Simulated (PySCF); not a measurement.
# Ionisation energy of Te⁸⁺ by level of theory

Te⁸⁺ [Kr] 4d8 (3F) → Te⁹⁺ [Kr] 4d7 (4F), as a difference of total energies. Computed with PySCF 2.14 in an uncontracted even-tempered set (22 s from 0.23 bohr⁻², ratio 2.5; 16 p from 0.29 bohr⁻², ratio 2.5; 11 d from 0.29 bohr⁻², ratio 2.5; 5 f from 2.4 bohr⁻², ratio 2.7; 4 g from 3.6 bohr⁻², ratio 2.7), with the spin-free X2C one-electron Hamiltonian (Gaussian nucleus). The calculations carry no spin-orbit coupling.

| method | ionisation energy (eV) |
| --- | --- |
| UHF | 167.11 |
| r2SCANh | 168.96 |
| BHandHLYP | 168.57 |

The reference lies between the lowest fine-structure levels, while these numbers refer to the centres of the terms.

For comparison: 167 ± 2.2 eV (theoretical estimate listed by NIST; NIST Atomic Spectra Database, ionization energies).
